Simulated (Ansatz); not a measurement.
Breaking the Si3–H4 bond in GeH4Si (SMILES [SiH3][GeH]) (multiplicity 1 held, fragments rigid). Energies count from the point at 1.489 Å.
Geometry at that point (charge 0, multiplicity 1):
```csv
atom,x (Å),y (Å),z (Å)
Ge,0.0269,0.6789,0.5501
H,-0.4443,1.5532,-0.7038
Si,-0.0212,-1.2964,-0.9339
H,0.9083,-1.0877,-2.0778
H,-1.3924,-1.4771,-1.4849
H,0.3664,-2.5625,-0.2613
```

R- and RO- levels are restricted; in cc, def2 and unpolarised 6-31G sets they are followed outwards from rest. Active spaces are followed from a long bond inwards. Curves can end on different states.

Cores are frozen in the correlated methods. Filled d and f shells under p-block atoms count as core.

Run with Ansatz (Gaussian basis) for Hartree–Fock, density functionals and correlated methods. Each number belongs to the level named beside it.

Energies in kcal/mol.

| R (Å) | R-HF/def2-SVP | R-CCSDT(Q)/def2-SVP | FIC-NEVPT4(SD) on CASSCF(2,2)/def2-SVP | FIC-MRCISD+Q on CASSCF(2,2)/def2-SVP |
|---|---|---|---|---|
| 1.191 | 30.3 | 30.1 | 30.4 | 30.1 |
| 1.340 | 6.0 | 6.1 | 6.2 | 6.1 |
| 1.489 | 0.0 | 0.0 | 0.0 | 0.0 |
| 1.638 | 4.0 | 3.5 | 3.4 | 3.5 |
| 1.786 | 13.0 | 11.7 | 11.5 | 11.7 |
| 2.010 | 30.5 | 27.0 | 26.8 | 27.1 |
| 2.233 | (withheld) | 42.1 | 41.9 | 42.3 |
| 2.605 | 77.3 | 61.5 | 61.5 | 61.9 |
| 2.977 | 100.7 | 72.3 | 73.1 | 73.6 |
| 3.424 | 123.0 | 77.7 | 79.6 | 80.0 |
| 4.020 | (withheld) | 79.6 | 82.2 | 82.6 |
| 4.764 | (withheld) | 80.1 | 82.9 | 83.3 |

### Question
Fill in the missing entries.

### Answer

- 4.020, R-HF/def2-SVP: 144.5
- 4.764, R-HF/def2-SVP: 161.8
- 2.233, R-HF/def2-SVP: 49.0

Doubts at one or more of the structures used: a restricted determinant that unrestricted orbitals would lower (R-HF/def2-SVP, R-CCSDT(Q)/def2-SVP); T1 above 0.05 (R-CCSDT(Q)/def2-SVP); other coupled-cluster roots lie near (R-CCSDT(Q)/def2-SVP).

Ansatz is a program for electronic structure.
